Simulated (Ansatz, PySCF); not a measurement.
Species: S₂O, charge 0, multiplicity 1. 
Structure (B3LYP-D3(BJ)/def2-TZVP (Ansatz, a program for electronic structure) minimum search):
```
S
O 1 1.4615
S 1 1.8963 2 117.70
```

Dipole moments at this geometry, in debye (magnitudes).

| level | program | dipole (D) |
|---|---|---|
| HF/def2-TZVPD | PySCF | 1.82 |
| PBE/def2-TZVPD | Ansatz | 1.32 |
| BLYP/def2-TZVPD | Ansatz | 1.40 |
| BP86/def2-TZVPD | PySCF | 1.33 |
| TPSS/def2-TZVPD | PySCF | 1.32 |
| M06-L/def2-TZVPD | PySCF | 1.29 |
| TPSSh/def2-TZVPD | PySCF | 1.37 |
| r2SCANh/def2-TZVPD | Ansatz | 1.41 |
| HSE06/def2-TZVPD | Ansatz | [?] |
| CCSD(T)/aug-cc-pV(D+d)Z | Ansatz | [?] |

### Question
What belongs in the gaps?

### Answer

- HSE06/def2-TZVPD, dipole (D): 1.46
- CCSD(T)/aug-cc-pV(D+d)Z, dipole (D): 1.47

Measured: 1.47 D (NIST CCCBDB, as tabulated in the package chemicals), a vibrational average. This is an older compilation, not checked against later work.
